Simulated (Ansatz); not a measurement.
Born–Oppenheimer molecular dynamics of a periodic cell of 17 atoms, Rb$_{16}$Li (host Rb, host structure bcc, interstitial Li). It starts from a relaxed structure.

Method: DFT PBE, scalar-relativistic, plane waves, PAW (Ansatz). Settings: cutoff 420 eV, k mesh 1x1x1, fermi-dirac smearing 0.05 eV, no spin polarisation.

| Property | Result |
| --- | --- |
| ensemble | NVE (velocity Verlet) |
| time step | 1.5 fs |
| steps asked | 300 |
| starting velocities drawn for | 2400 K |
| seed | 458466 |

Frames 15 fs apart, positions in Å.

Velocities at 105.0 fs (Å/ps):

```
Rb 5.02 -5.82 3.64
Rb -7.59 0.67 -2.05
Rb 1.51 -7.10 5.12
Rb -5.00 -5.01 -1.39
Rb -2.38 -5.34 6.29
Rb -3.10 2.11 -0.59
Rb 1.93 4.96 1.70
Rb -3.94 3.97 -0.70
Rb 2.19 -4.56 -0.94
Rb 3.52 -1.90 6.12
Rb 4.50 7.10 -3.84
Rb 2.72 2.43 -1.67
Rb 1.22 1.69 -0.70
Rb -1.04 -0.94 -2.34
Rb 5.02 4.96 -4.82
Rb -3.97 3.16 -2.71
Li -7.20 -4.91 -13.83
```

```xyz
17
Lattice="11.1800 0.0000 0.0000 0.0000 11.1800 0.0000 0.0000 0.0000 11.1800" Properties=species:S:1:pos:R:3 time_fs=105.0 energy_less_start_eV=1.694 T=1581
Rb 0.188 -0.587 0.502
Rb 5.207 0.044 -0.196
Rb 0.013 4.772 0.820
Rb -0.428 -0.652 5.737
Rb 2.424 1.971 3.095
Rb 5.336 5.819 0.015
Rb 5.711 0.574 6.304
Rb 7.981 3.252 3.064
Rb 0.396 5.012 5.130
Rb 3.183 8.423 3.097
Rb 3.289 3.972 7.900
Rb 5.757 5.865 5.167
Rb 8.621 8.744 3.081
Rb 8.103 2.712 7.867
Rb 3.470 8.397 7.734
Rb 7.879 8.724 7.838
Li 1.879 0.705 8.821
17
Lattice="11.1800 0.0000 0.0000 0.0000 11.1800 0.0000 0.0000 0.0000 11.1800" Properties=species:S:1:pos:R:3 time_fs=120.0 energy_less_start_eV=2.035 T=1416
Rb 0.262 -0.675 0.553
Rb 5.094 0.056 -0.226
Rb 0.037 4.667 0.892
Rb -0.498 -0.724 5.718
Rb 2.392 1.891 3.191
Rb 5.292 5.851 0.007
Rb 5.734 0.646 6.324
Rb 7.921 3.307 3.051
Rb 0.427 4.946 5.119
Rb 3.235 8.395 3.188
Rb 3.355 4.076 7.845
Rb 5.798 5.901 5.141
Rb 8.635 8.767 3.067
Rb 8.094 2.701 7.837
Rb 3.541 8.473 7.664
Rb 7.822 8.768 7.803
Li 1.773 0.644 8.598
17
Lattice="11.1800 0.0000 0.0000 0.0000 11.1800 0.0000 0.0000 0.0000 11.1800" Properties=species:S:1:pos:R:3 time_fs=135.0 energy_less_start_eV=2.348 T=1265
Rb 0.332 -0.762 0.598
Rb 4.983 0.069 -0.253
Rb 0.061 4.567 0.953
Rb -0.558 -0.788 5.702
Rb 2.367 1.810 3.288
Rb 5.250 5.882 0.001
Rb 5.745 0.715 6.330
Rb 7.861 3.354 3.036
Rb 0.453 4.887 5.113
Rb 3.284 8.369 3.276
Rb 3.417 4.174 7.795
Rb 5.842 5.936 5.114
Rb 8.641 8.784 3.047
Rb 8.097 2.700 7.818
Rb 3.602 8.549 7.599
Rb 7.771 8.802 7.777
Li 1.675 0.622 8.358
17
Lattice="11.1800 0.0000 0.0000 0.0000 11.1800 0.0000 0.0000 0.0000 11.1800" Properties=species:S:1:pos:R:3 time_fs=150.0 energy_less_start_eV=2.602 T=1142
Rb 0.400 -0.850 0.634
Rb 4.874 0.085 -0.278
Rb 0.087 4.471 1.003
Rb -0.607 -0.846 5.689
Rb 2.349 1.728 3.387
Rb 5.212 5.914 -0.003
Rb 5.742 0.779 6.322
Rb 7.801 3.391 3.015
Rb 0.472 4.835 5.113
Rb 3.331 8.346 3.362
Rb 3.474 4.265 7.750
Rb 5.888 5.969 5.087
Rb 8.638 8.795 3.020
Rb 8.115 2.709 7.810
Rb 3.652 8.626 7.538
Rb 7.726 8.828 7.763
Li 1.590 0.653 8.121
17
Lattice="11.1800 0.0000 0.0000 0.0000 11.1800 0.0000 0.0000 0.0000 11.1800" Properties=species:S:1:pos:R:3 time_fs=165.0 energy_less_start_eV=2.773 T=1059
Rb 0.466 -0.936 0.659
Rb 4.767 0.103 -0.301
Rb 0.114 4.379 1.041
Rb -0.646 -0.897 5.679
Rb 2.339 1.645 3.489
Rb 5.178 5.946 -0.005
Rb 5.726 0.840 6.301
Rb 7.740 3.419 2.991
Rb 0.486 4.789 5.119
Rb 3.374 8.325 3.443
Rb 3.526 4.348 7.712
Rb 5.938 6.000 5.060
Rb 8.625 8.800 2.984
Rb 8.148 2.727 7.814
Rb 3.691 8.703 7.483
Rb 7.687 8.846 7.761
Li 1.531 0.745 7.908
17
Lattice="11.1800 0.0000 0.0000 0.0000 11.1800 0.0000 0.0000 0.0000 11.1800" Properties=species:S:1:pos:R:3 time_fs=180.0 energy_less_start_eV=2.856 T=1019
Rb 0.530 -1.022 0.674
Rb 4.663 0.125 -0.323
Rb 0.143 4.291 1.067
Rb -0.676 -0.943 5.672
Rb 2.336 1.562 3.592
Rb 5.147 5.979 -0.004
Rb 5.699 0.896 6.266
Rb 7.680 3.437 2.961
Rb 0.494 4.750 5.132
Rb 3.412 8.307 3.519
Rb 3.573 4.425 7.680
Rb 5.992 6.029 5.034
Rb 8.603 8.800 2.940
Rb 8.195 2.753 7.829
Rb 3.716 8.780 7.434
Rb 7.655 8.855 7.771
Li 1.507 0.901 7.731
17
Lattice="11.1800 0.0000 0.0000 0.0000 11.1800 0.0000 0.0000 0.0000 11.1800" Properties=species:S:1:pos:R:3 time_fs=195.0 energy_less_start_eV=2.871 T=1012
Rb 0.592 -1.107 0.679
Rb 4.563 0.151 -0.343
Rb 0.174 4.206 1.082
Rb -0.696 -0.985 5.667
Rb 2.338 1.479 3.697
Rb 5.119 6.013 -0.002
Rb 5.662 0.950 6.220
Rb 7.620 3.445 2.926
Rb 0.495 4.718 5.151
Rb 3.444 8.293 3.587
Rb 3.616 4.495 7.655
Rb 6.049 6.056 5.009
Rb 8.570 8.794 2.887
Rb 8.255 2.787 7.855
Rb 3.729 8.857 7.393
Rb 7.630 8.857 7.793
Li 1.518 1.110 7.600
17
Lattice="11.1800 0.0000 0.0000 0.0000 11.1800 0.0000 0.0000 0.0000 11.1800" Properties=species:S:1:pos:R:3 time_fs=210.0 energy_less_start_eV=2.856 T=1019
Rb 0.650 -1.193 0.673
Rb 4.467 0.181 -0.361
Rb 0.207 4.125 1.085
Rb -0.707 -1.022 5.665
Rb 2.346 1.396 3.801
Rb 5.094 6.048 0.004
Rb 5.618 1.002 6.163
Rb 7.562 3.443 2.885
Rb 0.489 4.693 5.176
Rb 3.471 8.281 3.645
Rb 3.654 4.559 7.636
Rb 6.111 6.080 4.986
Rb 8.529 8.784 2.825
Rb 8.327 2.826 7.891
Rb 3.728 8.933 7.360
Rb 7.611 8.852 7.827
Li 1.552 1.346 7.521
17
Lattice="11.1800 0.0000 0.0000 0.0000 11.1800 0.0000 0.0000 0.0000 11.1800" Properties=species:S:1:pos:R:3 time_fs=225.0 energy_less_start_eV=2.828 T=1033
Rb 0.705 -1.278 0.659
Rb 4.377 0.216 -0.379
Rb 0.242 4.046 1.078
Rb -0.710 -1.055 5.667
Rb 2.357 1.315 3.901
Rb 5.071 6.083 0.011
Rb 5.572 1.052 6.099
Rb 7.506 3.430 2.837
Rb 0.477 4.675 5.204
Rb 3.491 8.271 3.694
Rb 3.688 4.619 7.622
Rb 6.178 6.102 4.967
Rb 8.479 8.771 2.755
Rb 8.409 2.871 7.936
Rb 3.713 9.010 7.336
Rb 7.600 8.842 7.873
Li 1.589 1.576 7.508
17
Lattice="11.1800 0.0000 0.0000 0.0000 11.1800 0.0000 0.0000 0.0000 11.1800" Properties=species:S:1:pos:R:3 time_fs=240.0 energy_less_start_eV=2.777 T=1057
Rb 0.755 -1.365 0.638
Rb 4.293 0.257 -0.395
Rb 0.279 3.970 1.061
Rb -0.705 -1.083 5.673
Rb 2.371 1.237 3.995
Rb 5.050 6.120 0.021
Rb 5.528 1.101 6.029
Rb 7.452 3.406 2.783
Rb 0.458 4.664 5.236
Rb 3.503 8.263 3.731
Rb 3.720 4.676 7.615
Rb 6.250 6.121 4.952
Rb 8.422 8.757 2.677
Rb 8.497 2.918 7.988
Rb 3.684 9.086 7.323
Rb 7.594 8.828 7.930
Li 1.610 1.766 7.571
17
Lattice="11.1800 0.0000 0.0000 0.0000 11.1800 0.0000 0.0000 0.0000 11.1800" Properties=species:S:1:pos:R:3 time_fs=255.0 energy_less_start_eV=2.691 T=1099
Rb 0.800 -1.452 0.609
Rb 4.216 0.305 -0.410
Rb 0.319 3.896 1.036
Rb -0.693 -1.107 5.684
Rb 2.384 1.162 4.081
Rb 5.031 6.158 0.032
Rb 5.487 1.149 5.956
Rb 7.400 3.373 2.722
Rb 0.433 4.661 5.269
Rb 3.510 8.253 3.755
Rb 3.750 4.730 7.614
Rb 6.326 6.137 4.942
Rb 8.360 8.742 2.592
Rb 8.591 2.967 8.046
Rb 3.644 9.162 7.319
Rb 7.595 8.810 7.998
Li 1.606 1.888 7.713
17
Lattice="11.1800 0.0000 0.0000 0.0000 11.1800 0.0000 0.0000 0.0000 11.1800" Properties=species:S:1:pos:R:3 time_fs=270.0 energy_less_start_eV=2.581 T=1152
Rb 0.840 -1.542 0.575
Rb 4.147 0.359 -0.425
Rb 0.360 3.823 1.004
Rb -0.677 -1.127 5.698
Rb 2.394 1.092 4.159
Rb 5.013 6.197 0.045
Rb 5.456 1.197 5.883
Rb 7.352 3.331 2.654
Rb 0.403 4.665 5.302
Rb 3.509 8.243 3.768
Rb 3.779 4.783 7.617
Rb 6.408 6.151 4.937
Rb 8.294 8.728 2.499
Rb 8.687 3.017 8.111
Rb 3.593 9.236 7.327
Rb 7.599 8.790 8.075
Li 1.577 1.931 7.919
```

Of the whole run (450 fs, mean temperature of the second half 1184 K): The conserved energy stayed within 0.01 meV per atom of its start (net change 0.0072 meV per atom), so the integration is sound. The temperature averaged 0.49 of the 2400 K drawn at the start: a run that starts near a minimum puts about half its kinetic energy into the potential. A run of 0.45 ps of so small a system gives no equilibrium averages. Limits of this set-up: coarse k mesh.

The run took 14 min on 2 threads of Arm Neoverse V1, on a shared host, peak memory 0.92 GiB.
